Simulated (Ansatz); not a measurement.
Gas-phase electronic energies from Ansatz, PBE0-D4/def2-TZVP geometries. CCSD(T)/CBS adds triple-zeta CCSD(T) − MP2 to the extrapolated MP2 energy (def2 sets, frozen cores). This one scheme is used for every species. Functionals use def2-TZVPP. One conformer a species, not always the lowest.

Consider the cleavage of the Si–Si bond: `CO[Si]([SiH3])(Cl)Cl` + `CNC` → `CO[Si](Cl)(Cl)N(C)C` + SiH₄.

`CO[Si]([SiH3])(Cl)Cl`:

Z-matrix (Å, degrees):
```
C
O 1 1.416
H 1 1.093 2 110.8
H 1 1.093 2 110.8 3 121.4
H 1 1.090 2 107.7 3 -119.3
Si 2 1.620 1 126.7 3 -60.6
Cl 6 2.058 2 109.8 1 58.1
Si 6 2.327 2 109.2 1 179.9
Cl 6 2.058 2 109.8 1 -58.3
H 8 1.485 6 108.3 2 -179.9
H 8 1.485 6 109.3 2 60.3
H 8 1.485 6 109.3 2 -60.2
```

`CNC`:

```xyz
10

C     1.161   -0.255   -0.219
N    -0.025    0.530   -0.473
C    -1.188    0.026    0.220
H     2.021    0.197   -0.717
H     1.029   -1.259   -0.635
H     1.402   -0.372    0.852
H     0.139    1.493   -0.212
H    -1.446   -0.963   -0.172
H    -2.042    0.683    0.043
H    -1.051   -0.079    1.311
```

`CO[Si](Cl)(Cl)N(C)C`:

Z-matrix (Å, degrees):
```
C
O 1 1.415
H 1 1.095 2 111.4
H 1 1.090 2 107.7 3 -119.6
H 1 1.094 2 110.8 3 121.3
Si 2 1.621 1 123.5 3 -53.2
Cl 6 2.043 2 104.3 1 -175.0
Cl 6 2.046 2 111.0 1 -59.2
N 6 1.693 2 111.1 1 61.5
C 9 1.450 6 118.7 2 45.6
C 9 1.445 6 124.5 2 -157.4
H 10 1.096 9 110.2 6 -140.1
H 10 1.098 9 111.8 6 99.9
H 10 1.091 9 110.7 6 -20.6
H 11 1.098 9 111.8 6 -97.5
H 11 1.096 9 110.0 6 142.8
H 11 1.089 9 110.7 6 23.5
```

SiH₄:

```xyz
5

Si    0.000    0.000    0.000
H    -0.646   -0.954    0.936
H    -0.347   -0.365   -1.397
H     1.473   -0.056    0.175
H    -0.480    1.375    0.286
```

Is it downhill or uphill in electronic energy at CCSD(T)/CBS, and by how much? (Best estimate.)

Ansatz gave: Downhill: ΔE = -17.5 kcal/mol.

What do these levels give: LDA (SPW92), PBE-QIDH, r2SCANh, BHLYP, HF/def2-QZVPP, SCS-MP2/def2-QZVPP? (Estimate.)

Computed: LDA (SPW92) -15.4, PBE-QIDH -16.8, r2SCANh -15.9, BHLYP -16.5, HF/def2-QZVPP -17.5, SCS-MP2/def2-QZVPP -19.1 kcal/mol.

Largest T1 diagnostic among the species: 0.011.

From BLYP to BHLYP (50 % exact exchange), in def2-TZVPP and without D4, ΔE moves by −4.5 kcal/mol. In def2-TZVPP, CCSD(T) changes the Hartree–Fock value by −1.0 kcal/mol (the triples alone add −0.2 kcal/mol) and MP2 by −2.8 kcal/mol. At CCSD(T), def2-SVP lies −1.4 kcal/mol from the extrapolated value and def2-TZVPP −0.8 kcal/mol.
